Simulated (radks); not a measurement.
Results of a calculation; reference values are marked as such.
Radial electron density D(r) = 4 pi r^2 rho(r) of an atom or ion with 60 electrons. Level of theory: scalar-relativistic Kohn-Sham, PBE, spin-unpolarised, spherical densities, finite nucleus; Fermi nuclear charge, rms radius of each element as measured or else 0.836 A^(1/3) + 0.57 fm (a radial shooting solver on a logarithmic mesh with Libxc functionals).

| r (bohr) | D(r) (e/bohr) |
|---|---|
| 0.004425 | 31.96 |
| 0.006045 | 45.85 |
| 0.008192 | 60.87 |
| 0.0111 | 74.00 |
| 0.01505 | 80.63 |
| 0.02056 | 78.15 |
| 0.02786 | 71.90 |
| 0.03776 | 74.63 |
| 0.05117 | 92.22 |
| 0.06991 | 106.8 |
| 0.09474 | 95.17 |
| 0.1284 | 79.23 |
| 0.174 | 89.32 |
| 0.2377 | 85.41 |
| 0.3222 | 47.79 |
| 0.4367 | 37.42 |
| 0.5918 | 42.43 |
| 0.8085 | 25.47 |
| 1.096 | 12.70 |
| 1.485 | 8.639 |
| 2.013 | 4.244 |
| 2.75 | 1.264 |
| 3.726 | 0.4609 |
| 5.05 | 0.1833 |
| 6.844 | 0.03559 |
| 9.35 | 0.002008 |

What is the nuclear charge?

Answer. Z = 61. The innermost maximum, from 1s, lies near gamma/Z bohr with gamma = sqrt(1 - (Z/c)^2) = 0.895, here 0.0147 bohr (found: 0.0160), and its height grows with Z. The density is that of the promethium ion Pm+ in [Xe] 4f5 6s1; the configuration itself is not fixed sharply by these data, and Z only to a few units. D(r) has 4 maxima, at r = 0.0160, 0.0716, 0.201, 0.555 bohr, and minima at 0.0309, 0.132, 0.400 bohr, inside which lie 1.95, 11.12, 29.13 electrons.
